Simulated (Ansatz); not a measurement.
CH5FOSn, SMILES `O[CH](F)[SnH3]` at its PBE0-D4/def2-TZVP geometry, where that method's forces vanish. Total charge 0; spin multiplicity 1. Sn takes the def2 core potential.

```xyz
9

O     1.1296    0.8464   -1.2194
C     0.8428    0.5573    0.0935
F     0.5273    1.7243    0.7829
Sn   -0.8260   -0.8435    0.3545
H     0.3234    1.0961   -1.6822
H     1.7683    0.1760    0.5298
H    -1.9834   -0.3839   -0.8198
H    -0.2946   -2.4341    0.0406
H    -1.4874   -0.7385    1.9201
```

Q: What forces (eV/Å) does B3LYP-D4/def2-TZVPP give on these atoms in Ansatz 0.2.0? (An estimate is asked.)

A: The calculation gave: 
```
O1   0.045  0.068 -0.304
C2   0.274 -0.322  0.136
F3  -0.092  0.358  0.221
Sn4 -0.122 -0.109  0.031
H5   0.006  0.021 -0.068
H6  -0.064  0.026 -0.023
H7  -0.039  0.016 -0.039
H8   0.019 -0.059 -0.012
H9  -0.026  0.002  0.058
```

B3LYP here is the variant with VWN-RPA as its local correlation; programs differ in this.
